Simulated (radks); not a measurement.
Problem. These are the eigenvalues of the occupied orbitals of an atom or ion with whole-number occupations (eV). Calculated with a radial shooting solver on a logarithmic mesh with Libxc functionals: non-relativistic Kohn-Sham, PBE, spin-unpolarised, spherical densities, point nucleus.

1s: -5701.956
2s: -946.4636
2p: -856.9233

Which element is it, and in what charge state? The configuration may be excited.

Solution. Z = 23, vanadium, charge +13: V13+ in [Ne]. The list shows which subshells hold electrons but not how many an open one holds; the 1s level, -209.54 hartree, gives Z - s = 20.5 by -(Z - s)^2/2, which with screening narrows Z to a few neighbours, and the depths of the outer levels then fix element, charge and occupations together.
